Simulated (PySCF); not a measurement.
## A thermochemical cycle for CsSb

r²SCAN in PySCF with def2-SVPD on every atom (core potentials on Sb, Cs), for the lowest determinant that a PBE0 search found; no spin–orbit coupling. CsSb, a triplet (π ↑↑), has De = 1.19 eV to neutral atoms, and CsSb⁺, a quartet (σ ↑, π ↑↑), has De = 0.13 eV to Cs⁺ + Sb.

At the same level the Cs atom ionises at 3.78 eV.

Task: What is the adiabatic ionisation energy of the molecule, and does ionisation strengthen or weaken the bond?

Result: IE = IE(Cs) + De(neutral) − De(ion) = 3.78 + 1.19 − 0.13 = 4.84 eV. De changes by -1.06 eV, so ionisation weakens the bond.

Weak bonds: CsSb⁺. Basis-set superposition, not corrected here, can be much of De in a small basis, most of all at correlated wavefunction levels. Spin–orbit coupling is left out, which matters for elements this heavy, above all for dissociation energies. For an ion De counts to the pair picked by the measured ionisation energies or electron affinities, which need not be the lowest pair at this level. States were picked by a PBE0 search and need not be the measured ground states.
